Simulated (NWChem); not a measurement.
Species: C2H5NSi; SMILES C1=NC[SiH2]1

```xyz
9

C      1.0881    -0.5599     0.0000
N      0.1015    -1.3842     0.0000
C     -1.1041    -0.5231     0.0000
Si     0.0412     1.0082     0.0000
H      2.1280    -0.9173     0.0000
H     -1.7289    -0.7129     0.8878
H     -1.7289    -0.7129    -0.8878
H      0.0738     1.8874     1.2111
H      0.0738     1.8874    -1.2111
```
Atoms are numbered in this order, from 1.

All runs use the structure optimised with PBE0/def2-SVP.

### Question
Give the principal values of the shielding tensors (ppm) of C1, N2, C3, Si4 from KT2/pcSseg-1, GIAO (NWChem), with their diamagnetic and paramagnetic parts as GIAO splits them.

### Answer
```tsv
atom	σ11	σ22	σ33	isotropic	diamagnetic	paramagnetic
C1	-94.3	-1.4	112.8	5.7	254.9	-249.2
N2	-720.9	-135.5	121.4	-245.0	328.0	-573.0
C3	104.2	126.9	178.0	136.4	250.7	-114.3
Si4	236.0	354.8	493.1	361.3	881.9	-520.6
```
